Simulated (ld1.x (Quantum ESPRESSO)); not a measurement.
# Before and after: ultrasoft potential for rhodium

ld1.x (Quantum ESPRESSO) 7.5 input, shortened:

```
&input
   title='Rh', zed=45., rel=1, dft='PBE', iswitch=3,
   config='[Kr] 4d8.5 5s0.5 5p0'
 /
 &inputp
   pseudotype=3, tm=.true., lloc=-2, rcloc=2.30,
   nlcc=.false.
 /
6
5S  1  0   0.50   0.00  2.75  3.00  0.0
5S  1  0   0.00   0.95  2.75  3.00  0.0
5P  2  1   0.00   0.00  2.45  2.90  0.0
5P  2  1   0.00   0.50  2.45  2.90  0.0
4D  3  2   8.50   0.00  1.40  1.75  0.0
4D  3  2   0.00   2.65  1.40  1.75  0.0
 &test
   configts(1)='4d8.5 5s0.5 5p0'
 /
```

All-electron outer shells of the reference configuration (PBE, scalar-relativistic, ld1.x):

| shell | level (eV) | outermost node (bohr) | outermost maximum (bohr) |
| --- | --- | --- | --- |
| 4s | -80.87 | 0.47 | 0.88 |
| 4p | -48.86 | 0.47 | 0.94 |
| 4d | -4.71 | 0.46 | 1.15 |
| 5s | -3.82 | 1.19 | 2.70 |
| 5p | -0.63 | 1.36 | 4.18 |

Change: waves 4d (bound): rcut 1.40, rcutus 2.52 bohr; 4d channel at 2.65 Ry: rcut 1.40, rcutus 2.52 bohr.

Cutoffs: the cutoffs (Ry, on a coarse ladder) from which the occupation-weighted sum of valence levels, in a spherical-Bessel basis at the reference potential, stays within 10 and 1 mRy of its value at 400 Ry; they do not see the model core or the augmentation charge, which bear on the density cutoff. Errors are all-electron minus pseudo energies relative to the spin-unpolarised reference configuration.

Problem. What does the change do?

Solution. Of the 7 tests that both files solve, the error grows in 2 and shrinks in 1 by more than 15 % and 0.3 meV (median size 41.8 → 52.7 meV); neither file shows a bound ghost.

| quantity | base | changed |
| --- | --- | --- |
| cutoffs, loose and tight | not determined | 18 Ry, 30 Ry |
| bound ghosts | none | none |
| error for 4d8 5s1 5p0, meV [ΔE 0.63 eV] | -11 | -11 |
| error for 4d8 5s0 5p0, meV [ΔE 8.09 eV] | +7.9 | +2.7 |
| error for 4d7 5s0 5p0, meV [ΔE 27.60 eV] | -42 | -53 |
| error for 4d6 5s0 5p0, meV [ΔE 60.11 eV] | -258 | -262 |
| error for 4d8 5s0.5 5p0, meV [ΔE 3.55 eV] | -6.8 | -8.1 |
| error for 4d7 5s2 5p0, meV [ΔE 3.11 eV] | -83 | -83 |
| error for 4d5 5s0 5p0, meV [ΔE 107.05 eV] | -699 | -716 |
| s: phases at 3.24 bohr within 0.05 rad from the reference energy up to (Ry; the scan ends near 5) | 1.6 | 1.6 |
| p: phases at 3.24 bohr within 0.05 rad from the reference energy up to (Ry; the scan ends near 5) | 3.3 | 3.3 |
| d: phases at 3.24 bohr within 0.05 rad from the reference energy up to (Ry; the scan ends near 5) | 1.0 | 0.9 |
| lowest overlap eigenvalue by channel | s 0.56, p 0.43, d 0.64 | s 0.56, p 0.43, d 0.94 |
